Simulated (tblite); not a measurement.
C₄H₈ClFGe₂.
Atom-mapped SMILES: `[F:1][C@@H:2]([Cl:3])[CH2:4][C:5]#[C:6][GeH2:7][GeH3:8]` (hydrogens: H9 on C2; H10, H11 on C4; H12, H13 on Ge7; H14, H15, H16 on Ge8)

Computed with GFN2-xTB (tblite), gas phase: L-BFGS steps from a force-field or distance-geometry start until the largest atomic force falls under 0.01 eV/Å.

Step 8: E = -699.5682 eV
```
atom  x, y, z in Å  |  force x, y, z in eV/Å
F1     -4.1827   -1.2992    0.3402    0.002   0.030   0.011
C2     -2.9265   -0.9194   -0.0189    0.098   0.057   0.091
Cl3    -3.0125   -0.1020   -1.5995   -0.022   0.014  -0.104
C4     -2.3540    0.0305    1.0338   -0.007  -0.064  -0.100
C5     -0.9906    0.4312    0.7258    0.063   0.000  -0.064
C6      0.1255    0.7959    0.4432   -0.211  -0.039   0.077
Ge7     1.9150    1.3030    0.0563   -0.056   0.122  -0.005
Ge8     3.4374   -0.4804    0.1991    0.123  -0.054  -0.015
H9     -2.3412   -1.8358   -0.1497    0.068   0.001   0.019
H10    -2.9960    0.9152    1.0674    0.023   0.030   0.073
H11    -2.3933   -0.4746    2.0044    0.033   0.030  -0.006
H12     1.9152    1.9364   -1.3051   -0.080   0.034  -0.026
H13     2.2866    2.3938    1.0225   -0.096   0.052   0.023
H14     4.7684   -0.0046    0.6815    0.077  -0.006   0.030
H15     3.7083   -1.1216   -1.1213    0.005  -0.096  -0.030
H16     3.0327   -1.5594    1.1437   -0.019  -0.111   0.026
```

Step 9: E = -699.5728 eV
```
atom  x, y, z in Å  |  force x, y, z in eV/Å
F1     -4.1795   -1.2987    0.3410   -0.052   0.007   0.001
C2     -2.9260   -0.9196   -0.0209    0.132   0.102   0.113
Cl3    -3.0123   -0.1040   -1.6048   -0.022   0.000  -0.061
C4     -2.3544    0.0315    1.0334   -0.005  -0.099  -0.143
C5     -0.9938    0.4309    0.7246    0.095   0.010  -0.066
C6      0.1213    0.7994    0.4463   -0.153  -0.039   0.051
Ge7     1.9094    1.3026    0.0568   -0.009   0.137  -0.002
Ge8     3.4389   -0.4783    0.1994    0.161  -0.118  -0.017
H9     -2.3386   -1.8357   -0.1504    0.056   0.022   0.021
H10    -2.9895    0.9188    1.0731   -0.044   0.049   0.047
H11    -2.3883   -0.4719    2.0030    0.008  -0.015   0.036
H12     1.9090    1.9394   -1.3028   -0.079   0.027  -0.035
H13     2.2775    2.3968    1.0211   -0.086   0.044   0.027
H14     4.7762   -0.0062    0.6843    0.006  -0.024   0.003
H15     3.7089   -1.1305   -1.1218   -0.004  -0.046   0.024
H16     3.0336   -1.5656    1.1415   -0.006  -0.056   0.001
```

Problem. Estimate the geometry and energy of step 10. (The exact step hangs on the optimiser's Hessian estimate; all steps are aligned on step 9, rigid shifts and turns removed.)

Solution. E = -699.5763 eV, largest force 0.180 eV/Å
```
atom  x, y, z in Å  |  force x, y, z in eV/Å
F1     -4.1771   -1.2978    0.3416   -0.054  -0.005  -0.015
C2     -2.9239   -0.9188   -0.0214    0.084   0.085   0.067
Cl3    -3.0126   -0.1056   -1.6104   -0.015  -0.020  -0.004
C4     -2.3550    0.0314    1.0315   -0.004  -0.061  -0.089
C5     -0.9967    0.4300    0.7228    0.072   0.005  -0.053
C6      0.1170    0.8023    0.4494   -0.028  -0.014   0.010
Ge7     1.9044    1.3045    0.0572    0.043   0.090   0.001
Ge8     3.4429   -0.4786    0.1994    0.129  -0.125  -0.010
H9     -2.3352   -1.8350   -0.1505    0.041   0.045   0.022
H10    -2.9846    0.9222    1.0788   -0.078   0.032   0.016
H11    -2.3840   -0.4697    2.0020   -0.011  -0.045   0.043
H12     1.9022    1.9426   -1.3018   -0.077   0.024  -0.040
H13     2.2682    2.4004    1.0206   -0.074   0.047   0.034
H14     4.7832   -0.0079    0.6868   -0.033  -0.037  -0.015
H15     3.7094   -1.1391   -1.1222   -0.005  -0.012   0.054
H16     3.0342   -1.5720    1.1397    0.010  -0.008  -0.021
```

The energy changes by -0.0035 eV. The first-order estimate −F·Δx gives -0.0051 eV and the mean of the old and new forces, exact on a quadratic surface, -0.0035 eV. The step makes an angle of 63° with the force vector and moves no atom by more than 0.010 Å.

The cost below is that of the whole relaxation. The run took 0.87 s wall on one thread of an Arm Neoverse N1, shared host.
